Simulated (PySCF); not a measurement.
Compound: CH₉GeNSi.
Structure used (PBE0-D3(BJ)/def2-SVP), in Å, numbered top down from 1:
```xyz
13
CH9GeNSi angstrom
N     -1.733    0.765   -0.463
Ge    -1.051   -0.936   -0.282
C      0.880   -0.762   -0.503
Si     1.550    0.832    0.249
H     -1.710    1.145   -1.406
H     -2.669    0.894   -0.089
H     -1.622   -1.971   -1.287
H     -1.406   -1.372    1.153
H      1.129   -0.786   -1.576
H      1.374   -1.633   -0.042
H      1.001    1.051    1.622
H      3.043    0.751    0.361
H      1.222    2.010   -0.608
```

Computed, not measured: core-valence-separated Tamm–Dancoff BHandHLYP/aug-pcX-1 (pcseg-1 on H, def2-SVPD on Ge, def2-SVPD on Si) in PySCF, non-relativistic, gas phase, PBE0-D3(BJ)/def2-SVP geometry. The energies are unshifted.

The lowest roots of each edge with f over 0.003 (five at most, numbered afresh; weaker and dark ones are left out), with transition dipoles (au) in the frame of the coordinates:

```json
{"root": "1", "edge": "C", "E (eV)": "285.11", "μx": "-0.0086", "μy": "0.0125", "μz": "0.0144"}
{"root": "2", "edge": "C", "E (eV)": "285.65", "μx": "0.0228", "μy": "0.0189", "μz": "-0.0439"}
{"root": "3", "edge": "C", "E (eV)": "285.68", "μx": "0.0518", "μy": "-0.0277", "μz": "0.0259"}
{"root": "4", "edge": "C", "E (eV)": "286.16", "μx": "-0.0353", "μy": "-0.0194", "μz": "0.0229"}
{"root": "5", "edge": "C", "E (eV)": "286.26", "μx": "-0.0199", "μy": "-0.0588", "μz": "-0.0331"}
{"root": "6", "edge": "N", "E (eV)": "398.77", "μx": "0.0189", "μy": "0.0146", "μz": "0.0171"}
{"root": "7", "edge": "N", "E (eV)": "399.96", "μx": "0.0138", "μy": "0.0436", "μz": "-0.0359"}
{"root": "8", "edge": "N", "E (eV)": "400.02", "μx": "0.0400", "μy": "-0.0389", "μz": "-0.0252"}
{"root": "9", "edge": "N", "E (eV)": "400.96", "μx": "0.0153", "μy": "-0.0082", "μz": "0.0289"}
{"root": "10", "edge": "N", "E (eV)": "401.23", "μx": "-0.0078", "μy": "-0.0213", "μz": "-0.0107"}
```

Q: What are the oscillator strengths?

A: f = (2/3) ΔE |μ|², with ΔE in hartree (27.2114 eV):

```csv
root,ΔE (Eh),|μ|² (au),f,core hole on
1,10.4776,0.000438,0.003,C3
2,10.4975,0.002804,0.020,C3
3,10.4987,0.004121,0.029,C3
4,10.5161,0.002147,0.015,C3
5,10.5197,0.004949,0.035,C3
6,14.6544,0.000863,0.008,N1
7,14.6981,0.003380,0.033,N1
8,14.7006,0.003748,0.037,N1
9,14.7350,0.001137,0.011,N1
10,14.7450,0.000629,0.006,N1
```

Q: Molecules are fixed in this frame and the field points along x. What effective strengths 3 f cos²θ do the roots have (θ between field and μ)?

A: root 1 (C3): 0.002, root 2 (C3): 0.011, root 3 (C3): 0.056, root 4 (C3): 0.026, root 5 (C3): 0.008, root 6 (N1): 0.010, root 7 (N1): 0.006, root 8 (N1): 0.047, root 9 (N1): 0.007, root 10 (N1): 0.002. Root 3 is the strongest. Averaged over all orientations cos²θ is 1/3, which gives f back.

 The BHandHLYP/aug-pcX-1 (pcseg-1 on H, def2-SVPD on Ge, def2-SVPD on Si) calculation is non-relativistic and has no spin–orbit coupling, an omission that weighs most on germanium.

Time: 19 s; peak memory 0.77 GiB. Hardware: Arm Neoverse N1, one thread, no GPU (shared host).

One conformer stands for the species.
